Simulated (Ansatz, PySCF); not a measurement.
Molecule: sum formula BaOH, charge 0, multiplicity 2. It need not be the lowest isomer of its formula. 
Coordinates optimised at B3LYP-D3(BJ)/def2-TZVP (Ansatz, a program for electronic structure):
```
O
H 1 0.9588
Ba 1 2.1994 2 180.00
```
Charge 0, spin multiplicity 2.

Total electronic energies in hartree. Cores are frozen in the correlated levels unless marked. Open shells are spin-unrestricted. No spin-orbit coupling. The frozen core is the preceding noble-gas configuration, with the filled d and f shells of earlier blocks. The outer core of K, Ca and their heavier congeners is not correlated, a term that matters for these elements. In def2 rows, elements after Kr have scalar-relativistic effective core potentials. CBS marks a two-point X^-3 extrapolation of the correlation energy; Hartree-Fock from the larger set. The bracket is a focal-point correction in the basis named.

| level | program | energy (Eh) |
|---|---|---|
| HF/def2-SVPD | Ansatz | -100.52340 |
| HF-D3(BJ)/def2-TZVPD | PySCF + dftd3 | -100.64782 |
| RI-HF/def2-QZVPPD | Ansatz | -100.64439 |
| PBE/def2-TZVPD | Ansatz | -101.32639 |
| BLYP-D3(BJ)/def2-TZVPD | Ansatz + dftd3 | -101.35887 |
| BLYP/def2-TZVPD | Ansatz | -101.35529 |
| TPSS-D3(BJ)/def2-TZVPD | PySCF + dftd3 | -101.40272 |
| r2SCAN-D4/def2-TZVPD | Ansatz + dftd4 | -101.35657 |
| B3LYP-D3(BJ)/def2-TZVPD | Ansatz + dftd3 | -101.40370 |
| B3LYP-D4/def2-TZVPD | Ansatz + dftd4 | -101.40419 |
| B3LYP/def2-TZVPD | Ansatz | -101.40064 |
| PBE0/def2-TZVP | Ansatz | -101.30000 |
| CAM-B3LYP/def2-TZVPD | Ansatz | -101.32754 |
| B2PLYP-D4/def2-TZVPD | Ansatz + dftd4 | -101.20398 |
| B2PLYP/def2-TZVPD | Ansatz | -101.20258 |
| RI-MP2/def2-TZVPP | Ansatz | -100.90716 |
| CCSD/def2-SVP | Ansatz | -100.72588 |
| CCSD/def2-QZVPP | Ansatz | -100.93337 |
| CCSD/CBS(def2-TZVPPD,def2-QZVPPD) | Ansatz | -100.9472 |
| CCSD(T)/def2-SVPD | Ansatz | -100.75653 |
| CCSD(T)/def2-TZVPPD | Ansatz | -100.92107 |
| RI-MP2/CBS(def2-TZVPPD,def2-QZVPPD)+[CCSD(T)-MP2]/def2-QZVPPD | Ansatz | -100.9604 |
| CCSD(T)/CBS(def2-TZVPPD,def2-QZVPPD) | Ansatz | -100.9597 |

Totals of different functionals don't rank their quality; only differences between species are comparable.
